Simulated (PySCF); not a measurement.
Sn(OH)3 (H3O3Sn), SMILES [OH][Sn+]([OH])[OH], charge +1.

Coordinates come from a PBE0-D3(BJ)/def2-SVP optimisation. The spin state was assumed, not searched. The isomer is the one that the SMILES or the coordinates give; other isomers of the formula were not compared. The def2 effective core potentials stand for the cores of Sn; spin–orbit coupling is left out. The values are those of a single conformer.

Method: TDDFT-PBE/def2-SVPD run with PySCF 2.14.0.

Vertical excitations. Isolated molecule, no solvent. State labels are in the subgroup Cs.

Computed lowest excited states:
| state | symmetry | energy (eV) | λ (nm) | f | main pairs |
|---|---|---|---|---|---|
| S1 | A" | 3.80 | 326 | 0.000 | HOMO→LUMO 100 % |
| S2 | A" | 3.89 | 318 | 0.000 | HOMO−1→LUMO 100 % |
| S3 | A" | 4.80 | 258 | 0.030 | HOMO−3→LUMO 99 % |
| S4 | A' | 4.96 | 250 | 0.053 | HOMO−2→LUMO 77 %, HOMO−1→LUMO+1 21 % |
| S5 | A' | 5.20 | 239 | 0.014 | HOMO−4→LUMO 74 %, HOMO→LUMO+1 24 % |
| S6 | A' | 6.04 | 205 | 0.016 | HOMO−5→LUMO 82 % |
| S7 | A" | 6.20 | 200 | 0.000 | HOMO−2→LUMO+1 100 % |
| S8 | A' | 6.44 | 193 | 0.102 | HOMO→LUMO+1 54 %, HOMO−4→LUMO 18 %, HOMO−6→LUMO 11 % |
| S9 | A' | 6.51 | 191 | 0.169 | HOMO−1→LUMO+1 65 %, HOMO−2→LUMO 17 % |
| S10 | A" | 6.72 | 185 | 0.002 | HOMO−4→LUMO+1 100 % |
| T1 | A" | 3.40 | 365 | 0 | HOMO→LUMO 100 % |
| T2 | A" | 3.46 | 358 | 0 | HOMO−1→LUMO 100 % |
| T3 | A' | 3.81 | 325 | 0 | HOMO−2→LUMO 99 % |
| T4 | A" | 4.20 | 295 | 0 | HOMO−3→LUMO 99 % |
Triplets are in the Tamm–Dancoff approximation, which puts them higher than full response would, so one can lie above its singlet here.
